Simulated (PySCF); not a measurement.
Radiative rates from a computed spectrum

Species: C₄H₁₂P₂Si.
SMILES: `C[C@H]1CC[Si]1(P)P`

Method used: PySCF, TDDFT wB97X-D/def2-SVPD, vertical, gas phase, core orbitals frozen in the response. Geometry: GFN2-xTB, one conformer, isolated molecule. Torsions of this conformer, `[CH3:1][C@H:2]1[CH2:3][CH2:4][Si:5]1([PH2:6])[PH2:7]`: H–P6–Si5–C4 -97°, H–P6–Si5–C4 -5°, H–P7–Si5–C4 -177°, H–P7–Si5–C4 -84°.

A / s⁻¹ = 0.6670 f (ν̃ / cm⁻¹)² and τ = 1/A in vacuum; |μ| follows from f = (2/3) ΔE |μ|² (atomic units, 1 au = 2.5417 D); ∫σ dE = 109.76 f Mb·eV.

These lifetimes count emission to the ground state at the vertical energy alone; relaxation of the geometry and all other decay channels are left out.

Energies and rates of the computed singlets with f of 0.002 or more:

```json
{"state": "S1", "λ (nm)": "202.5", "A (s⁻¹)": "3.35×10⁶"}
{"state": "S2", "λ (nm)": "199.2", "A (s⁻¹)": "4.84×10⁶"}
{"state": "S3", "λ (nm)": "195.0", "A (s⁻¹)": "2.51×10⁸"}
{"state": "S4", "λ (nm)": "185.5", "A (s⁻¹)": "2.14×10⁸"}
{"state": "S5", "λ (nm)": "183.8", "A (s⁻¹)": "1.55×10⁸"}
{"state": "S6", "λ (nm)": "180.0", "A (s⁻¹)": "5.05×10⁷"}
{"state": "S8", "λ (nm)": "178.3", "A (s⁻¹)": "1.81×10⁷"}
```

Q: Go back from the rates to the oscillator strengths and transition dipoles.

A: f = A / (0.6670 ν̃²), and |μ| follows from f:

```csv
state,f,|μ| (D),τ,"main configurations (H = HOMO, L = LUMO)"
S1,0.0021,0.30,300 ns,"H-1→L (63%), H→L+1 (14%)"
S2,0.0029,0.35,210 ns,"H→L+1 (59%), H-1→L (16%)"
S3,0.143,2.44,4 ns,H→L (84%)
S4,0.111,2.09,4.7 ns,"H-1→L+1 (42%), H→L+2 (16%), H→L+1 (12%)"
S5,0.078,1.75,6.5 ns,"H→L+2 (51%), H-1→L+1 (21%)"
S6,0.025,0.97,20 ns,"H-1→L+2 (40%), H-2→L (14%), H-1→L+1 (12%)"
S8,0.0086,0.57,55 ns,"H-2→L (37%), H-1→L+2 (30%)"
```

Q: Suppose S1 emitted 0.3 eV lower with the same transition dipole. How would A change?

A: At fixed |μ|, A goes as the cube of the energy: (5.82/6.12)³ = 0.86, which makes τ about 350 ns.

Q: How much energy does a mole of photons resonant with S3 carry?

A: 6.357 eV × 96.485 = 613 kJ/mol (147 kcal/mol).

Q: What is the integrated cross-section of all computed states together?

A: Σf = 0.372 over S1 to S8, so 109.76 × Σf ≈ 40.8 Mb·eV.

Without π bonds the low states are Rydberg-like; a valence basis with one diffuse set may place them up to an eV too high.
